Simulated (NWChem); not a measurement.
System: Si2HCl4, doublet; SMILES Cl[Si](Cl)[SiH](Cl)Cl

```xyz
7

Cl    -1.6888    -2.0356    -0.1474
Si    -0.0009    -1.0311     0.5128
Cl     1.6852    -2.0346    -0.1536
Si    -0.0037     1.1079    -0.4789
Cl    -1.6914     2.0849     0.1819
Cl     1.6873     2.0854     0.1731
H     -0.0076     1.1062    -1.9660
```
Atoms are numbered in this order, from 1.

Level: PBE0/def2-SVP, spin-unrestricted (NWChem), optimised geometry, unscaled harmonic frequencies. 

List the harmonic frequencies with IR intensities, and the thermochemistry.


```tsv
frequency (cm⁻¹)	IR intensity (km/mol)
25	0.1
51	0.7
110	8.0
120	0.2
149	0.0
181	7.7
222	0.3
409	3.1
517	187.8
567	3.9
582	44.3
603	183.9
728	179.1
785	95.8
2257	65.1
```

```yaml
zero_point_energy: 10.4 kcal/mol
thermal correction to the enthalpy at 298.15 K (with zero-point energy): 16.6 kcal/mol
heat capacity Cv: 26.7 cal/(mol K)
"entropy at 298.15 K and 1 atm (symmetry number 1, electronic part: spin degeneracy alone)": 101.8 cal/(mol K)
dipole_moment: 0.23 D
```

Rigid rotor and harmonic oscillator; modes under 100 cm⁻¹ make the entropy uncertain.
